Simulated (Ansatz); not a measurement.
Ideal-gas functions of CClFInN (`N#[C][In]([F])[Cl]`) at 800 K and 1 bar, from an Ansatz frequency run at PBE0-D4/def2-TZVP.

Molar mass 195.29 g/mol, point group Cs (symmetry number 1), electronic degeneracy 1, moments of inertia 144.466, 302.714, 447.18 u Å². Harmonic wavenumbers (cm⁻¹, unscaled): 72, 101, 119, 236, 259, 383, 437, 622, 2322.

Use S(trans) = R[1.5 ln M + 2.5 ln T − 1.1517]; rotational temperatures θ = 24.2544 K / I; S(rot) = R[ln(√π/σ · √(T³/θAθBθC)) + 1.5]; for each mode x = 1.438777 ν̃/T, S = R[x/(eˣ − 1) − ln(1 − e⁻ˣ)] and H = RT x/(eˣ − 1); 1 cm⁻¹ = 0.0119627 kJ/mol; R = 8.31446 J/(mol·K).

Question: By hand: the entropy, in J/(mol·K).

Answer: Translation 195.2. Rotation: θ = 0.1679, 0.0801, 0.0542 K, giving 130.6. Vibration, mode by mode: 25.32, 22.51, 21.15, 15.50, 14.74, 11.58, 10.53, 7.80, 0.67, in all 129.8. Electronic 0.0. Sum 455.6 J/(mol·K).

Question: By hand: H − E and G − E in kJ/mol, counted from the electronic energy.

Answer: Zero-point energy ½ × 4551 × 0.0119627 = 27.2; thermal vibration 41.9; translation, rotation and pV give 4 RT = 26.6. H − E = 95.7 kJ/mol, and G − E = 95.7 − 800 × 455.6/1000 = -268.8 kJ/mol.

Vibration gives 28 % of the entropy, 69.0 J/(mol·K) of it from the modes under 150 cm⁻¹: soft modes count most, and the harmonic formula is weakest for them.
